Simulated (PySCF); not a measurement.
SMILES c1(OCC)ccc(cc1)C=C (GFN2-xTB optimised geometry):

```
23

C      2.889     3.320     0.000
C      1.561     3.320     0.000
C      0.684     2.158     0.001
C     -0.701     2.351     0.010
C     -1.572     1.286     0.013
C     -1.090    -0.024     0.006
O     -2.031    -1.004     0.011
C     -1.618    -2.355     0.008
C     -2.869    -3.220     0.019
C      0.287    -0.232    -0.003
C      1.152     0.846    -0.006
H      3.448     4.240    -0.001
H      3.473     2.416     0.001
H      1.041     4.271     0.000
H     -1.095     3.357     0.015
H     -2.640     1.438     0.020
H     -1.005    -2.564     0.897
H     -1.019    -2.566    -0.889
H     -3.459    -3.007     0.905
H     -3.473    -3.008    -0.859
H     -2.592    -4.271     0.017
H      0.696    -1.230    -0.009
H      2.213     0.653    -0.014
```

Computed with PBE0/def2-SVP (PySCF).

Problem. What are the frontier orbital energies and the dipole moment?

Solution. HOMO-2 -7.96 eV, HOMO-1 -7.35 eV, HOMO -5.95 eV, LUMO -0.69 eV, LUMO+1 0.01 eV; dipole moment 1.64 D.

On the same geometry PBE/def2-SVP (PySCF) gives HOMO-2 -6.63 eV, HOMO-1 -6.26 eV, HOMO -4.96 eV, LUMO -1.50 eV, LUMO+1 -0.88 eV; dipole moment 1.78 D.

Meta-Löwdin charges at PBE0/def2-SVP: C1 -0.24, C2 -0.09, C3 -0.02, C4 -0.10, C5 -0.14, C6 0.21, O7 -0.34, C8 0.04, C9 -0.30, C10 -0.17, C11 -0.09, H12 0.11, H13 0.10, H14 0.10, H15 0.11, H16 0.12, H17 0.09, H18 0.09, H19 0.11, H20 0.11, H21 0.11, H22 0.11, H23 0.11.
